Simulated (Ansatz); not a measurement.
Frontier orbitals of C5H5NO, SMILES `Oc1ccncc1`.

Z-matrix (Å, degrees):
```
C
C 1 1.389
C 1 1.389 2 118.4
O 1 1.347 2 118.4 3 -180.0
C 2 1.383 1 118.1 3 -0.0
H 2 1.083 1 120.3 3 180.0
C 3 1.385 1 118.3 2 -0.0
H 3 1.085 1 121.2 2 180.0
H 4 0.962 1 109.6 2 -180.0
N 5 1.331 2 124.5 1 0.0
H 5 1.087 2 119.4 1 -180.0
H 7 1.087 3 119.5 1 -180.0
```

Charge 0, multiplicity 1. All single points use the PBE0-D4/def2-TZVP geometry. It is one conformer, not always the lowest. Basis def2-TZVPP, the Gaussian-basis code of Ansatz.

```csv
functional,HOMO (eV),LUMO (eV),gap (eV)
LDA (SPW92),-5.95,-1.69,4.26
PBE,-5.83,-1.42,4.41
r2SCAN,-6.18,-1.23,4.95
PBE0,-7.42,-0.49,6.93
r2SCANh,-6.77,-0.89,5.88
HSE06 (plane-wave form),-7.02,-0.87,6.15
ωB97M-V,-9.55,1.57,11.12
```

A quarter of exact exchange (PBE0) shifts PBE's HOMO by −1.59 eV and its LUMO by +0.94 eV; full exchange at long range (ωB97M-V) shifts them by −3.71 and +2.99 eV. The gap opens from 4.41 to 11.11 eV, since occupied levels lose self-interaction and empty ones feel all the electrons. A positive LUMO is unbound and depends on the basis.
